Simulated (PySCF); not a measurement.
SMILES c1(F)ccsc1-c1ccc[se]1, GFN2-xTB optimised geometry.

```
16

F      2.48     0.58     0.00
C      1.80    -0.58     0.00
C      2.41    -1.85     0.00
C      1.48    -2.84     0.00
S     -0.13    -2.24     0.00
C      0.43    -0.59     0.00
C     -0.44     0.54     0.00
C     -1.81     0.54     0.00
C     -2.40     1.82     0.00
C     -1.52     2.86     0.00
Se     0.24     2.30     0.00
H      3.47    -2.00     0.00
H      1.64    -3.90     0.00
H     -2.38    -0.37     0.00
H     -3.47     1.96     0.00
H     -1.77     3.90     0.00
```

Density from CAM-B3LYP/def2-TZVP in PySCF 2.14.0 at that geometry.

Minimum of the electron density along straight lines between bonded atoms, close to the bond critical point (lines longer than 1.1 times the sum of covalent radii, or with two minima, are not listed):

```tsv
bond	length / Å	ρ at the minimum / e bohr⁻³	∇²ρ there / e bohr⁻⁵	position (fraction from the first atom)
F1–C2	1.349	…	…	0.67
C2–C3	1.406	0.313	-0.92	0.52
C3–C4	1.358	0.336	-0.99	0.49
C4–S5	1.722	0.218	-0.46	0.48
C2–C6	1.373	0.332	-0.97	0.51
S5–C6	1.737	0.211	-0.43	0.52
C6–C7	1.427	0.297	-0.87	0.51
C7–C8	1.372	0.328	-0.95	0.52
C8–C9	1.408	0.310	-0.91	0.50
C9–C10	1.360	0.335	-0.99	0.49
C7–Se11	1.882	0.169	-0.20	0.50
C10–Se11	1.850	0.179	…	0.50
C3–H12	1.074	0.290	-1.06	0.65
C4–H13	1.071	0.293	-1.08	0.65
C8–H14	1.078	0.288	-1.04	0.65
C9–H15	1.077	0.289	-1.05	0.65
C10–H16	1.075	0.290	-1.05	0.65
```

Question: What belongs in the gaps?

Answer: 
- F1–C2, ρ at the minimum / e bohr⁻³: 0.261
- F1–C2, ∇²ρ there / e bohr⁻⁵: -0.07
- C10–Se11, ∇²ρ there / e bohr⁻⁵: -0.22
